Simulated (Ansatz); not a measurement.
One change: `C#CC(=C)C` becomes `C=C(C)[SiH3]`.

Ansatz, PBE0-D4/def2-TZVP geometries, multiplicity 1. 

```json
{"property": "HOMO–LUMO gap (PBE0/def2-TZVPP) / eV", "`C#CC(=C)C`": "6.25"}
{"property": "LUMO energy (ωB97M-V/def2-TZVPP) / eV", "`C#CC(=C)C`": "1.32"}
{"property": "ideal-gas entropy at 298 K and 1 bar (rigid rotor, harmonic PBE0-D4/def2-TZVP) / J/(mol·K)", "`C#CC(=C)C`": "309"}
{"property": "HOMO energy (B3LYP/def2-TZVPP) / eV", "`C#CC(=C)C`": "-6.79"}
{"property": "HOMO–LUMO gap (PBE/def2-TZVPP) / eV", "`C#CC(=C)C`": "4.27"}
{"property": "LUMO energy (PBE/def2-TZVPP) / eV", "`C#CC(=C)C`": "-1.69"}
```

(1) What does the change do to each property? (An estimate is asked.)

## Answers

(1) Ansatz gave: 
```csv
property,`C=C(C)[SiH3]`,shift
HOMO–LUMO gap (PBE0/def2-TZVPP) / eV,7.38,1.13
LUMO energy (ωB97M-V/def2-TZVPP) / eV,1.87,0.55
"ideal-gas entropy at 298 K and 1 bar (rigid rotor, harmonic PBE0-D4/def2-TZVP) / J/(mol·K)",319,10
HOMO energy (B3LYP/def2-TZVPP) / eV,-7.38,-0.59
HOMO–LUMO gap (PBE/def2-TZVPP) / eV,5.27,1.00
LUMO energy (PBE/def2-TZVPP) / eV,-1.24,0.45
```

With PBE0 the HOMO falls by 0.60 eV and the LUMO rises by 0.52 eV, so the gap widens by about 1.12 eV. PBE moves the HOMO by -0.55 eV and ωB97M-V by -0.71 eV. The zero-point energy changes by 14.3 kJ/mol with +3 modes.

B3LYP here is the variant with VWN-RPA as its local correlation; programs differ in this.
